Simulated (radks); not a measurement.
The numbers below are computed, except where a source is named.
Numerical settings for the technetium ion Tc+, [Kr] 4d5 5s1. Code: a radial shooting solver on a logarithmic mesh with Libxc functionals. Model: Dirac Kohn-Sham, PBEsol, spin-unpolarised, spherical densities, finite nucleus; open shells fill j = l - 1/2 first; Fermi nuclear charge, rms radius 4.4112 fm. The defaults (mesh step 0.008 in ln r, mesh end at 40 bohr or more with all orbitals vanishing there, Anderson mixing 0.5 over 9 steps, residual threshold near 1e-9 with the energy settled to 1e-9 hartree or 1e-11 of itself, here a cap of 83 iterations) give E = -4283.6770 hartree and 5s1/2 at -11.406 eV in 15 iterations. Times are rough (one thread of a shared host). Changes against that run (0 stands for a change within the tolerance of the run):

setting                    iterations         converged  E (mhartree)  e(5s1/2) (meV)  CPU (s)
mesh step in ln r 0.2               4                no      diverged               -     0.02
mesh step in ln r 0.03             15               yes     +0.000468               0     0.04
mesh step in ln r 0.005            15               yes             0               0     0.18
mesh end (bohr) 1                  13  level above zero     +1.98e+05       +1.25e+06     0.08
mesh end (bohr) 2                  13  level above zero     +1.09e+04       +1.33e+05     0.08
residual threshold 0.01             9               yes             0          +0.247     0.08
residual threshold 1e-13           22               yes             0               0     0.14
mixing 1                           12               yes             0               0      0.1
linear mixing, mixing 0.8          72               yes             0               0     0.44
linear mixing, mixing 0.5          30               yes             0               0     0.18
mixing history 20                  19               yes             0               0     0.14
iteration cap 2                     2                no          +397       -6.31e+03     0.03

Settled on a wrong energy, with an occupied level pushed above zero by the early mesh end: mesh end (bohr) 1 (+198 hartree); mesh end (bohr) 2 (+10.9 hartree). Apart from these: no run marked as converged misses the energy by more than 1 mhartree. A mesh that ends early acts as a hard wall.
